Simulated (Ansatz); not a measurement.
`O[SiH]1[NH][AlH]1`. The species carries charge 0 and has multiplicity 1. The geometry is a stationary point of PBE0-D4/def2-TZVP. It is one conformer, not always the lowest.

```xyz
8

O     0.064    1.979    0.060
Si    0.005    0.407    0.572
N    -0.572   -0.745   -0.594
Al    1.100   -1.356   -0.412
H    -0.325    2.625    0.651
H    -0.734    0.450    1.872
H    -1.467   -0.841   -1.054
H     1.928   -2.519   -1.094
```

(1) What is the dipole moment at r2SCAN/def2-TZVPP? (An estimate is asked.)

(2) And with PBE, B3LYP, ωB97M-V? (Estimate.)

(3) Give the Mulliken charges with r2SCAN, PBE, B3LYP in def2-TZVPP. (Best estimate.)

Results:

(1) Computed: 0.89 D, with components (-0.81, -0.20, 0.30) D in this frame, pointing from negative to positive charge.

(2) The calculation gave: PBE 0.89 D, B3LYP 0.84 D, ωB97M-V 0.81 D.

(3) The calculation gave: 
| atom | r2SCAN | PBE | B3LYP |
| --- | --- | --- | --- |
| O1 | -0.41 | -0.35 | -0.39 |
| Si2 | 0.45 | 0.35 | 0.44 |
| N3 | -0.42 | -0.29 | -0.36 |
| Al4 | 0.34 | 0.19 | 0.25 |
| H5 | 0.20 | 0.18 | 0.18 |
| H6 | -0.13 | -0.11 | -0.12 |
| H7 | 0.11 | 0.11 | 0.10 |
| H8 | -0.13 | -0.08 | -0.10 |

B3LYP here is the variant with VWN-RPA as its local correlation; programs differ in this.
